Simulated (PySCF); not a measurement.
These are PBE-D3(BJ)/def2-TZVP // PBE0-D3(BJ)/def2-SVP run with PySCF values and carry that method's errors. Isolated molecules, 0 K electronic values unless said otherwise. One relaxed conformer stands for a flexible species; it need not be the lowest. Delta-SCF ions had no search for a lower state. Excitations are Tamm–Dancoff values on a coarser integration grid. The basis has no diffuse functions, so Rydberg states are missing or too high.

Reference species (SMILES): `Bc1cscc1O` (neutral, multiplicity 1).

The vertical ionisation energy (Delta-SCF) is 8.42 eV and the brightest of the four lowest singlets (TDA) is 4.99 eV.

Changed species: `Bc1ccc(O)s1`.

### Question
Give the shifts of the vertical ionisation energy (Delta-SCF) and brightest of the four lowest singlets (TDA).

### Answer
the vertical ionisation energy (Delta-SCF) increases by 0.09 eV, to 8.51 eV; the brightest of the four lowest singlets (TDA) falls by 0.46 eV, to 4.53 eV.
